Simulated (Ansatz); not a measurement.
`C=C[SiH2][SiH2]F` + `O[SiH](F)F` → `F[SiH2]O[SiH](F)F` + `C=C[SiH3]`  (cleavage of the Si–Si bond)

Isolated molecules relaxed with PBE0-D4/def2-TZVP in Ansatz; ΔE leaves out vibrations. CBS: MP2 limit from def2 TZ/QZ plus the TZ coupled-cluster correction, frozen cores. DFT in def2-TZVPP. Each species was taken in one conformer, which may not be the lowest.

`C=C[SiH2][SiH2]F`:

Z-matrix (Å, degrees):
```
Si
C 1 1.860
Si 1 2.347 2 110.7
H 1 1.490 2 109.3 3 -119.0
H 1 1.490 2 111.1 3 120.7
C 2 1.330 1 123.5 3 113.5
H 2 1.089 1 118.3 3 -64.9
F 3 1.610 1 109.2 2 57.6
H 3 1.488 1 112.3 2 176.7
H 3 1.487 1 111.5 2 -61.0
H 6 1.086 2 121.8 1 1.6
H 6 1.086 2 122.0 1 -178.6
```

`O[SiH](F)F`:

Cartesian coordinates in Å:
```
O 0.864 0.896 -0.270
Si -0.292 -0.222 -0.124
F -1.333 0.174 1.002
F 0.312 -1.615 0.328
H 1.419 1.129 0.476
H -0.970 -0.361 -1.412
```

`F[SiH2]O[SiH](F)F`:

Z-matrix (Å, degrees):
```
Si
O 1 1.626
F 1 1.590 2 108.4
H 1 1.476 2 110.2 3 117.8
H 1 1.475 2 108.4 3 -117.1
Si 2 1.605 1 155.1 3 -80.7
F 6 1.581 2 109.8 1 -1.9
F 6 1.578 2 108.8 1 -118.9
H 6 1.463 2 111.7 1 120.1
```

`C=C[SiH3]`:

Z-matrix (Å, degrees):
```
Si
C 1 1.859
H 1 1.488 2 110.8
H 1 1.487 2 109.0 3 -120.3
H 1 1.488 2 110.8 3 119.3
C 2 1.330 1 123.1 3 120.2
H 2 1.089 1 118.8 3 -59.8
H 6 1.087 2 122.2 1 -180.0
H 6 1.087 2 121.7 1 0.0
```

```json
{"level": "r2SCANh-D4", "ΔE (kJ/mol)": "-131.2", "difference from CCSD(T)/CBS": "5.4"}
{"level": "r2SCAN0-D4", "ΔE (kJ/mol)": "-133.9", "difference from CCSD(T)/CBS": "2.7"}
{"level": "PBE-QIDH", "ΔE (kJ/mol)": "-132.3", "difference from CCSD(T)/CBS": "4.3"}
{"level": "PBE", "ΔE (kJ/mol)": "-107.5", "difference from CCSD(T)/CBS": "29.1"}
{"level": "revPBE", "ΔE (kJ/mol)": "-105.9", "difference from CCSD(T)/CBS": "30.7"}
{"level": "r2SCAN0", "ΔE (kJ/mol)": "-134.1", "difference from CCSD(T)/CBS": "2.5"}
{"level": "CCSD(T)/def2-SVP", "ΔE (kJ/mol)": "-133.3", "difference from CCSD(T)/CBS": "3.3"}
{"level": "HF/def2-TZVPP", "ΔE (kJ/mol)": "-163.9", "difference from CCSD(T)/CBS": "-27.3"}
{"level": "SCS-MP2/def2-TZVPP", "ΔE (kJ/mol)": "-147.3", "difference from CCSD(T)/CBS": "-10.7"}
{"level": "CCSD/CBS(def2)", "ΔE (kJ/mol)": "-140.6", "difference from CCSD(T)/CBS": "-4.0"}
{"level": "CCSD(T)/CBS", "ΔE (kJ/mol)": "-136.6", "difference from CCSD(T)/CBS": "0"}
```

Largest T1 diagnostic among the species: 0.012.

Leaving LDA and LC-ωPBE aside and taking each functional with its dispersion term where it has one, the values, not all of them listed here, spread over 40.0 kJ/mol, from BHLYP-D4 to PBE-D4. LDA lies −4.3 kJ/mol from PBE without D4. From BLYP to BHLYP (50 % exact exchange), in def2-TZVPP and without D4, ΔE moves by −20.7 kJ/mol.
